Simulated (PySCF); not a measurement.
# UHF on Be (beryllium, neutral)

Configuration: [He] 2s1 2p1, 2s spin antiparallel (an excited configuration). All numbers are calculated (PySCF 2.14, no relativity, point nucleus, in def2-TZVPPD (5s4p1d, 22 functions)).

```
Total energy                                                  : -14.444405 hartree
One-electron energy                                           : -18.7834 hartree
Hartree (Coulomb) energy                                      : 6.9725 hartree
Exchange energy                                               : -2.6335 hartree
Kinetic energy                                                : 14.44058 hartree
⟨S²⟩                                                          : 1.0000
⟨L²⟩                                                          : 2.011
Sum of ⟨r⟩                                                    : 6.704 bohr
Sum of ⟨r²⟩                                                   : 22.14 bohr²
Traceless quadrupole moment −½Σ⟨3z² − r²⟩ along its main axis : -5.34 e·bohr²
Density at the nucleus (Gaussians lack the cusp)              : 33.7 bohr⁻³
Spin density at the nucleus                                   : -0.867 bohr⁻³
Langevin diamagnetic susceptibility                           : -17.5 ×10⁻⁶ cm³/mol
```

```tsv
shell	electrons	mean orbital energy (hartree)	rms radius, mean of both spins (bohr)
1s β	1	-4.80410	0.483
1s α	1	-4.77566	0.483
2s β	1	-0.35078	2.75
2p α	1	-0.17481	3.76
```

With the s spin flipped the determinant is a mixture of two multiplicities, not a spectroscopic state.

Spin-orbit constants ζ (cm⁻¹) from the X2C one-electron operator on these orbitals (non-relativistic here): bare nucleus, nucleus screened by l(l+1)(2l+1)/3 electrons, and screened by the Breit-Pauli mean field of the electrons.

```csv
shell,bare,screened nucleus,mean field
2p,5.124,2.562,1.491
```
